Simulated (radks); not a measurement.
Mn XV, 11 electrons, occupied as [Ne] 3s1.

Method: Dirac Kohn-Sham, PBE, spin-unpolarised, spherical densities, point nucleus; computed with a radial shooting solver on a logarithmic mesh with Libxc functionals.

Energy parts (Ry):
total: -2139.98543
kinetic: 2169.98893
electron-nucleus: -4719.92682
Hartree: 489.74906
exchange-correlation: -79.79659

Orbitals (lengths in bohr, moments of r in powers of bohr; <r^-3> diverges for s and p1/2; r(max) is where P^2 peaks; r(90%) holds 90 % of the orbital's charge):
| orbital | occ. | eigenvalue (Ry) | r(90%) | <r^-3> | <r> | r(max) |
|---|---|---|---|---|---|---|
| 1s1/2 | 2 | -504.8238 | 0.109 | - | 0.06087 | 0.03986 |
| 2s1/2 | 2 | -85.18329 | 0.426 | - | 0.2754 | 0.2310 |
| 2p1/2 | 2 | -77.63380 | 0.394 | - | 0.2407 | 0.1850 |
| 2p3/2 | 4 | -76.84151 | 0.398 | 421.7 | 0.2436 | 0.1874 |
| 3s1/2 | 1 | -30.89215 | 1.03 | - | 0.7088 | 0.6617 |

The highest occupied level is 3s1/2 at -420.31 eV. For comparison, the ionisation energy in NIST's Atomic Spectra Database is 435.17 eV (semi-empirical). In exact Kohn-Sham theory the highest level is minus the ionisation energy, but local and semilocal functionals leave it too shallow, through self-interaction and a potential that decays too fast; potentials with the right tail come closer. Summed over all electrons, <r^2> = 1.192 bohr^2, which gives a Langevin (diamagnetic) susceptibility term of -0.944 x 10^-6 cm^3/mol. The density falls to 0.001 e/bohr^3 at r = 1.51 bohr.

Beside tabulated values, note that spin-unpolarised runs miss the spin-polarisation part of the exchange energy of open shells.
